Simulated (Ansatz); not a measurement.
System: HSiO, charge 1, singlet. HSiO+ (SMILES [OH+]=[Si]).
B3LYP-D3(BJ)/def2-TZVP minimum from Ansatz (an electronic-structure program):
```
O
H 1 0.9669
Si 1 1.5433 2 180.00
```
Charge +1, spin multiplicity 1.

Hartree-Fock and CCSD(T) correlation energies in hartree (Ansatz). UHF or UKS for unpaired electrons; spin-orbit terms are left out. Cores are frozen in correlated methods. No relativity.

```csv
basis,X,E(HF),"E(corr, CCSD(T))"
cc-pV(T+d)Z,3,-364.17649,-0.33727
cc-pV(Q+d)Z,4,-364.18540,-0.35921
cc-pV(5+d)Z,5,-364.18753,withheld
```

Q: Fit E(corr) = E∞ + A/X³ to X = 3 and 4, predict X = 5, and compare with the run.

A: A = (-0.33727 - (-0.35921))/(1/27 - 1/64) = 1.0247; E∞ = -0.35921 - A/64 = -0.37522; at X = 5, E∞ + A/125 = -0.36702. The run gave -0.36710, 0.08 mEh below the prediction. The same form on X = 4 and 5 gives E∞ = -0.37538, 0.16 mEh below the first estimate.
